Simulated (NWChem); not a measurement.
Molecule: PbHI, singlet; SMILES [I][PbH]

All runs: NWChem. Low-valent species are run as closed-shell singlets; no triplet was tried in these runs. All runs use the structure optimised with PBE-D3(BJ)/def2-SVP. def2 effective core potentials on I, Pb; no spin-orbit coupling.

Question: What does the run give for PBE/def2-TZVP? Quantities: highest occupied level (eV); orbital gap (eV); dipole (D).

Answer: The highest occupied level (eV) is -5.75. The orbital gap (eV) is 1.95 and the dipole (D) comes out as 3.31.
